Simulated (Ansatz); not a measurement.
`COCBCl` and `CNCOC` differ in one atom or group.

Ansatz, PBE0-D4/def2-TZVP geometries, multiplicity 1. Each molecule was computed in one conformer, which needn't be the lowest.

```csv
property,`COCBCl`
HOMO–LUMO gap (PBE/def2-TZVPP) / eV,3.38
HOMO energy (ωB97M-V/def2-TZVPP) / eV,-9.75
HOMO energy (B3LYP/def2-TZVPP) / eV,-7.14
size of the dipole moment (PBE/def2-TZVPP) / D,0.93
size of the dipole moment (B3LYP/def2-TZVPP) / D,1.00
LUMO energy (B3LYP/def2-TZVPP) / eV,-1.66
```

What does the change do to each property? (Estimate.)

The calculation gave: 
```
                                        property  `CNCOC`  shift
             HOMO–LUMO gap (PBE/def2-TZVPP) / eV     5.54   2.16
           HOMO energy (ωB97M-V/def2-TZVPP) / eV    -9.14   0.61
             HOMO energy (B3LYP/def2-TZVPP) / eV    -6.53   0.61
  size of the dipole moment (PBE/def2-TZVPP) / D     1.35   0.42
size of the dipole moment (B3LYP/def2-TZVPP) / D     1.41   0.41
             LUMO energy (B3LYP/def2-TZVPP) / eV     0.71   2.37
```

With PBE0 the HOMO rises by 0.62 eV and the LUMO rises by 2.49 eV, so the gap widens by about 1.87 eV. PBE moves the HOMO by 0.50 eV and ωB97M-V by 0.61 eV. The zero-point energy changes by 112.2 kJ/mol with +9 modes. Dipoles are sizes alone; their direction can turn.

Positive LUMOs are unbound, so they and the gaps depend on the basis.

B3LYP here is the variant with VWN-RPA as its local correlation; programs differ in this.
